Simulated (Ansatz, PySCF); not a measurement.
Br3Sc. Atoms are numbered in the order given.

```xyz
4

Sc     0.0000     0.0000     0.0000
Br    -2.4252     0.0000     0.0000
Br     1.2126     2.1003     0.0000
Br     1.2126    -2.1003     0.0000
```

The structure is a stationary point at B3LYP-D3(BJ)/def2-SVP.

Vertical ionisation energy (IE) and electron affinity (EA) in eV. Rows of orbital energies are one-electron estimates. Where ΔSCF, EOM or ADC give a negative EA the extra electron is unbound and the value depends on the basis.

| level | IE | EA |
|---|---|---|
| −ε(HOMO), −ε(LUMO), ωB97X/def2-TZVP (PySCF) | 10.83 | 1.33 |
| −ε(HOMO), −ε(LUMO), PBE/def2-TZVP (PySCF) | 7.33 | 4.23 |
| ΔSCF, CAM-B3LYP/def2-TZVPD (Ansatz), final states of multiplicity 2 and 2 | 10.69 | 2.11 |
| ΔSCF, PBE/def2-TZVPD (Ansatz), final states of multiplicity 2 and 2 | 9.86 | 1.73 |

**Question.** What vertical singlet–triplet gap does ΔSCF give with CAM-B3LYP/def2-TZVPD (Ansatz, a program for electronic structure) and with PBE/def2-TZVPD (Ansatz)? (The exact figures need the calculation; the answer reports its results.)

**Answer.** 3.91 and 3.51 eV (triplet above singlet where positive).
